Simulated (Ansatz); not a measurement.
`CCC(C)CC(C)CC(C)C`. Total charge 0; triplet. Geometry PBE-D4/def2-SVP, that of the neutral singlet; atoms count from 1.

```xyz
35

C     3.971    0.221   -0.373
C     3.101    1.316    0.247
C     1.578    1.105    0.122
C     0.828    2.343    0.630
C     1.127   -0.181    0.841
C    -0.379   -0.511    0.828
C    -0.637   -1.778    1.654
C    -0.918   -0.637   -0.609
C    -2.418   -0.950   -0.769
C    -3.309    0.102   -0.096
C    -2.772   -1.094   -2.255
H     5.046    0.487   -0.323
H     3.717    0.063   -1.443
H     3.852   -0.754    0.142
H     3.355    2.290   -0.226
H     3.357    1.432    1.325
H     1.357    0.993   -0.965
H     0.974    2.473    1.724
H     1.196    3.264    0.133
H    -0.263    2.281    0.445
H     1.671   -1.050    0.409
H     1.461   -0.116    1.903
H    -0.913    0.328    1.327
H    -0.170   -2.666    1.175
H    -0.203   -1.685    2.672
H    -1.717   -1.993    1.774
H    -0.331   -1.426   -1.133
H    -0.710    0.306   -1.162
H    -2.623   -1.932   -0.283
H    -4.384   -0.120   -0.256
H    -3.112    1.112   -0.516
H    -3.142    0.159    0.998
H    -2.601   -0.139   -2.796
H    -2.152   -1.871   -2.748
H    -3.837   -1.370   -2.396
```

The highest occupied level of the charge 0 triplet lies above zero (up to 0.06 eV). By energy differences its removal costs 1.17 eV (vertical, to the charge 1 doublet, at PBE0-D4/def2-SVP); self-interaction error and the lack of diffuse functions both raise the level. At PBE0-D4/def2-SVP a singlet of charge 0 lies 8.72 eV below the triplet at the same geometry.

Question: Estimate the Mulliken populations of the heavy atoms from the PBE0/def2-SVP orbitals of Ansatz.

Answer: 
```tsv
atom	charge (e)	spin (α − β)
C1	-0.08	0.00
C2	-0.06	0.02
C3	-0.19	0.05
C4	0.05	-0.04
C5	0.04	0.10
C6	-0.13	0.07
C7	0.07	-0.01
C8	0.10	0.04
C9	-0.17	0.07
C10	0.08	-0.07
C11	0.00	-0.02
```
Mulliken values and Mayer orders depend strongly on the basis.

Question: Where does the spin sit?

Answer: Summed by element: C 0.22, H 1.78, of 2 unpaired in all. Largest on single atoms: H28 0.21, H29 0.17, H23 0.15.

Question: And the Mayer bond orders between bonded heavy atoms (over 0.3)?

Answer: C1–C2 1.08 (1.53 Å); C2–C3 1.02 (1.54 Å); C3–C4 1.05 (1.53 Å); C3–C5 0.99 (1.54 Å); C5–C6 0.96 (1.54 Å); C6–C7 1.03 (1.53 Å); C6–C8 1.03 (1.54 Å); C8–C9 0.96 (1.54 Å); C9–C10 1.07 (1.53 Å); C9–C11 1.06 (1.53 Å).
